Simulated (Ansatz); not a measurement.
Geometry optimisation, RKS LDA/def2-SVP in Ansatz 0.2.0.

input.yaml

```yaml
crystal:
  periodic: [false, false, false]
  atoms:
    - { symbol: F, position_ang: [-3.1802, 0.4444, 0.849] }
    - { symbol: Si, position_ang: [-1.6481, 0.7468, 0.786] }
    - { symbol: Si, position_ang: [-0.6615, -0.9825, -0.4526] }
    - { symbol: C, position_ang: [1.1781, -1.2402, -0.1734] }
    - { symbol: Si, position_ang: [1.23839, -2.92806, 0.18523] }
    - { symbol: H, position_ang: [-1.3965, 2.0866, 0.1494] }
    - { symbol: H, position_ang: [-1.0995, 0.7437, 2.1855] }
    - { symbol: H, position_ang: [-0.907, -0.8546, -1.8964] }
    - { symbol: H, position_ang: [1.51704, -0.59184, 0.55899] }
    - { symbol: H, position_ang: [1.72779, -0.91673, -1.08055] }
    - { symbol: H, position_ang: [1.04847, -3.82002, -1.02799] }
    - { symbol: H, position_ang: [0.54752, -3.43869, 1.36108] }
basis:
  gaussian: { orbitals: def2-SVP }
hamiltonian:
  xc: lda
relax:
  f_tol: 0.015
  max_steps: 40
output:
  orbitals: {}
```

Command:

```bash
$ ansatz run input.yaml --threads 2 --pin off --max-ram 3072MiB --backend cpu --events-out ev --progress --plain --runs-dir out
```

Where does it end, and by what steps?

It converged. After 11 steps the energy has fallen by 1.710 eV; Si5 moved furthest, 0.77 Å. Joined: Si3–Si5.

```
step  energy less start (eV)  largest force component (eV/Å)  accepted
   0                  0.0000                           3.044       yes
   1                 -0.9791                           1.687       yes
   2                 -1.4069                           1.013       yes
   3                 -1.5731                           0.632       yes
   4                 -1.6800                           0.198       yes
   5                 -1.7010                           0.146       yes
   6                 -1.7072                           0.047       yes
   7                 -1.7092                           0.026       yes
   8                 -1.7098                           0.059       yes
   9                 -1.7103                           0.041       yes
  10                 -1.7102                           0.029        no
  11                 -1.7105                           0.011       yes
```

```xyz
12
Properties=species:S:1:pos:R:3
F -3.133 0.086 1.016
Si -1.590 0.543 0.769
Si -0.506 -0.851 -0.710
C 1.351 -1.058 -0.268
Si 0.503 -2.698 0.132
H -1.623 1.982 0.323
H -0.839 0.433 2.073
H -0.804 -0.783 -2.181
H 1.729 -0.460 0.585
H 2.064 -1.042 -1.115
H 0.839 -3.851 -0.765
H 0.374 -3.052 1.584
```

Run time: 23 s on 2 threads of Arm Neoverse V1, with other jobs on the host, peak memory 0.15 GiB.
